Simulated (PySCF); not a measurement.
C₂H₆FGa, SMILES C[CH2][GaH][F]. Heavy atoms are numbered as in [GaH:1]([F:3])[CH2:4][CH3:5]. Hydrogens are named by the atom that carries them.

Coordinates come from a PBE-D3(BJ)/def2-SVP optimisation. The structure was generated by enumeration; whether it is a known compound was not checked. One conformer was computed; it need not be the lowest.

All values below come from PBE/pcSseg-1 run with PySCF.

GIAO shieldings, no solvent; atoms alike by connectivity are averaged. δ = σ(ref) − σ: ¹H against TMS (σ = 31.49 ppm); ¹⁹F against CFCl3 (σ = 133.6 ppm); ¹³C against TMS (σ = 182.0 ppm), references at their B3LYP-D3(BJ)/def2-TZVP geometries, non-relativistic.

```csv
atoms,nucleus,count,δ (ppm)
H on Ga1,¹H,1,6.56
H on C5,¹H,3,1.81
H on C4,¹H,2,1.55
F3,¹⁹F,1,___
C4 (CH2),¹³C,1,___
C5 (CH3),¹³C,1,___
```

Fill in the missing entries. (An estimate is asked for; the answer gives what the named calculation found.)


- F3, δ (ppm): -90.1
- C5 (CH3), δ (ppm): 14.2
- C4 (CH2), δ (ppm): 20.1
